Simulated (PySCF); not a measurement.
Species: cyanoethynyl isothiocyanate, C₄N₂S.
SMILES: `N#CC#CN=C=S`

Computed with PySCF at PBE0/def2-SVPD, non-relativistic, on one gas-phase PBE0-D3(BJ)/def2-SVP geometry that isn't relaxed in the solvent. The solvent is an IEF-PCM continuum (van der Waals radii × 1.2), and excitations are vertical TDDFT with non-equilibrium linear response and a frozen core. Specific hydrogen bonds and non-electrostatic terms are outside this model.

Gas-phase singlets (H = HOMO, L = LUMO):

```
state  E (eV)  λ (nm)      f  leading configuration
   S1   3.631     341  0.000                H→L 49%
   S2   3.791     327  0.000            H-1→L+1 32%
   S3   3.791     327  0.000              H-1→L 31%
   S4   5.465     227  0.000              H-3→L 34%
   S5   5.709     217  0.000            H-3→L+1 41%
```

Problem. What are the lowest 5 singlets in chloroform (ε = 4.711)?

Solution. 
```csv
state,E (eV),λ (nm),f,leading configuration,change by rank (eV)
S1,3.631,341,0.000,H→L 32%,0.000
S2,3.780,328,0.000,H→L+1 34%,-0.011
S3,3.780,328,0.000,H-1→L+1 34%,-0.011
S4,5.469,227,0.000,H-3→L 37%,+0.004
S5,5.699,218,3.500,H-1→L 31%,-0.010
```

Problem. What are the lowest 5 singlets in water (ε = 78.36)?

Solution. 
| state | E (eV) | λ (nm) | f | leading configuration | change by rank (eV) |
| --- | --- | --- | --- | --- | --- |
| S1 | 3.628 | 342 | 0.000 | H→L+1 49% | -0.003 |
| S2 | 3.777 | 328 | 0.000 | H→L 45% | -0.014 |
| S3 | 3.777 | 328 | 0.000 | H-1→L 45% | -0.014 |
| S4 | 5.467 | 227 | 0.000 | H-3→L+1 23% | +0.002 |
| S5 | 5.702 | 217 | 0.000 | H-3→L 27% | -0.007 |

Problem. How do the frontier levels move from gas to water?

Solution. 
```
orbital  gas (eV)  solvent (eV)  change (eV)
 LUMO+2      0.01          0.40        +0.39
 LUMO+1     -2.75         -2.53        +0.22
   LUMO     -2.75         -2.53        +0.22
   HOMO     -7.97         -7.74        +0.23
 HOMO-1     -7.97         -7.74        +0.23
 HOMO-2     -9.92         -9.72        +0.20
 HOMO-3     -9.92         -9.72        +0.20
```

The HOMO–LUMO gap goes from 5.23 to 5.22 eV.
